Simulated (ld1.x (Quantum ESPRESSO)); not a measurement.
**Cu: one change to a TM potential, before and after**

```json
{
 "Element": "copper (Cu)",
 "Generator": "ld1.x (Quantum ESPRESSO) 7.5",
 "Type": "norm-conserving Troullier–Martins (Kleinman–Bylander form)",
 "Functional": "PBE",
 "Relativity": "scalar-relativistic",
 "Frozen core": "[Ar]",
 "Valence charge": "11",
 "Reference configuration": "3d9.5 4s0 4p0 (charge +1.5)",
 "Partial waves": "4s (bound, empty): rc 1.50 bohr; 4p (bound, empty): rc 2.85 bohr; 3d (bound): rc 1.15 bohr; 4f channel at 0.4 Ry: rc 3.10 bohr",
 "Local potential": "the f channel",
 "Core correction": "none"
}
```

All-electron outer shells of the reference configuration (PBE, scalar-relativistic, ld1.x):

| shell | level (eV) | outermost node (bohr) | outermost maximum (bohr) |
| --- | --- | --- | --- |
| 3p | -88.73 | 0.26 | 0.62 |
| 3d | -21.18 | – | 0.60 |
| 4s | -16.88 | 0.88 | 2.03 |
| 4p | -10.68 | 0.96 | 2.54 |

Change: all radii scaled by about 1.16 (s 1.74, p 3.30, d 1.34, f 3.60 bohr).

Cutoffs: the cutoffs (Ry, on a coarse ladder) from which the occupation-weighted sum of valence levels, in a spherical-Bessel basis at the reference potential, stays within 10 and 1 mRy of its value at 400 Ry; they do not see the model core or the augmentation charge, which bear on the density cutoff. Errors are all-electron minus pseudo energies relative to the spin-unpolarised reference configuration.

Question: How do hardness, ghosts and transferability respond?

Answer: Of the 7 tests that both files solve, the error grows in 5 and shrinks in 1 by more than 15 % and 0.3 meV (median size 23.2 → 51.2 meV); neither file shows a bound ghost.

| quantity | base | changed |
| --- | --- | --- |
| cutoff, loose | 180 Ry | 160 Ry |
| cutoff, tight | over 300 Ry | 260 Ry |
| bound ghosts | none | none |
| error for 3d10 4s1 4p0, meV [ΔE -16.82 eV] | +68 | +65 |
| error for 3d10 4s0 4p0, meV [ΔE -8.67 eV] | -6.1 | -15 |
| error for 3d9 4s0 4p0, meV [ΔE 12.66 eV] | -23 | -36 |
| error for 3d8 4s0 4p0, meV [ΔE 51.68 eV] | -382 | -503 |
| error for 3d9 4s2 4p0, meV [ΔE -14.85 eV] | -23 | -51 |
| error for 3d9 4s1 4p1, meV [ΔE -10.01 eV] | -46 | -64 |
| error for 3d10 4s0 4p1, meV [ΔE -12.68 eV] | +23 | +14 |
